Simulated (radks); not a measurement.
The numbers below are computed, except where a source is named.
Fractional charge and spin in the 6s shell of holmium: the spin-up occupation runs from 0 to 1 and the spin-down occupation from 0 to 1; the fullest corner is Ho, [Xe] 4f(up 5.5, down 5.5) 6s(up 1, down 1). Code: a radial shooting solver on a logarithmic mesh with Libxc functionals. Model: scalar-relativistic Kohn-Sham, LDA (Slater exchange, Perdew-Wang correlation), spin-polarised, spherical densities, point nucleus. Energy (eV) above the fullest corner. The planes named below are the two flat planes that join the four corners, with an edge along up + down = one added electron.

| down \ up | 0 | 0.25 | 0.5 | 0.75 | 1 |
|---|---|---|---|---|---|
| 0 | 18.538 | 14.999 | 11.774 | 8.884 | 6.335 |
| 0.25 | 14.999 | 11.834 | 8.989 | 6.477 | 4.297 |
| 0.5 | 11.774 | 8.989 | 6.523 | 4.381 | 2.562 |
| 0.75 | 8.884 | 6.477 | 4.381 | 2.600 | 1.132 |
| 1 | 6.335 | 4.297 | 2.562 | 1.132 | 0.000 |

Corners above the fullest one (they belong to Ho+ and the next ion): (up 1, down 0) 6.335 eV, (up 0, down 1) 6.335 eV, (up 0, down 0) 18.538 eV. With half an added electron in each spin the energy lies 0.188 eV from the planes, and with half an added electron in spin up alone -0.663 eV. The planes are only a guide here: the flat-plane condition holds for ground states with one frontier orbital, while this shell lies below other occupied shells, so the corners above the fullest one are inner-hole states and not the ground states of those ions.
